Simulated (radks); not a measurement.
Q: The zirconium ion Zr4+, configuration [Kr]. Calculated with a radial shooting solver on a logarithmic mesh with Libxc functionals: Dirac Kohn-Sham, LDA (Slater exchange, Perdew-Wang correlation), spin-unpolarised, spherical densities, finite nucleus; Fermi nuclear charge, rms radius 4.2694 fm. Some entries of the table are withheld. Estimate them.

orbital  occ.  eigenvalue (hartree)  r(max) (bohr)  <1/r> (bohr^-1)
1s1/2       2             -655.3804        0.02417              (1)
2s1/2       2             -92.18941         0.1373            9.329
2p1/2       2             -84.58851         0.1070            9.310
2p3/2       4             -81.43910         0.1106            8.908
3s1/2       2                   (2)         0.4088            3.157
3p1/2       2                   (3)         0.3963            3.055
3p3/2       4                   (4)         0.4055            2.958
3d3/2       4              -8.05948         0.3449            2.757
3d5/2       6              -7.96744         0.3476            2.732
4s1/2       2              -3.51469          1.068            1.146
4p1/2       2                   (5)          1.145            1.036
4p3/2       4                   (6)          1.169            1.011

A: 
(1) 1s1/2 <1/r> (bohr^-1): 41.21
(2) 3s1/2 eigenvalue (hartree): -16.40297
(3) 3p1/2 eigenvalue (hartree): -13.57224
(4) 3p3/2 eigenvalue (hartree): -13.06947
(5) 4p1/2 eigenvalue (hartree): -2.72844
(6) 4p3/2 eigenvalue (hartree): -2.65656
